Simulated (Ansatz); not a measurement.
`B/C=C/CCl` + H₂O → `B/C=C/O` + `CCl`  (formal hydrolysis of a C–C bond)

Gas-phase electronic energies from Ansatz, PBE0-D4/def2-TZVP geometries. CBS: MP2 limit from def2 TZ/QZ plus the TZ coupled-cluster correction, frozen cores. This one scheme is used for every species. Double bonds are as drawn, so ΔE can hold a change between cis and trans. Functionals use def2-TZVPP. B3LYP here is the variant with VWN-RPA as its local correlation; programs differ in this. Each species was taken in one conformer, which may not be the lowest.

| level | ΔE (kJ/mol) |
| --- | --- |
| PBE-D4 | -13.1 |
| B3LYP-D4 | -6.9 |
| ωB97X-V | -6.9 |
| CCSD/def2-TZVPP | 4.9 |

(1) What does CCSD(T)/CBS give? (Best estimate.)

Largest T1 diagnostic among the species: 0.013.

Answers

(1) Ansatz gave: +9.7 kJ/mol. The listed levels differ from it by -22.8, -16.6, -16.6, -4.8 kJ/mol.

The D4 term adds +6.3 kJ/mol with B3LYP and +3.6 kJ/mol with PBE0; it sums over pairs of atoms, weighted by their polarisabilities, and B3LYP, whose exchange is more repulsive, gets the larger term. In def2-TZVPP, CCSD(T) changes the Hartree–Fock value by +11.8 kJ/mol (the triples alone add −0.1 kJ/mol) and MP2 by +15.9 kJ/mol.

CCSD(T)/CBS has its own doubt, a few kJ/mol and more with outer-core shells, so smaller differences from it don't rank the levels.
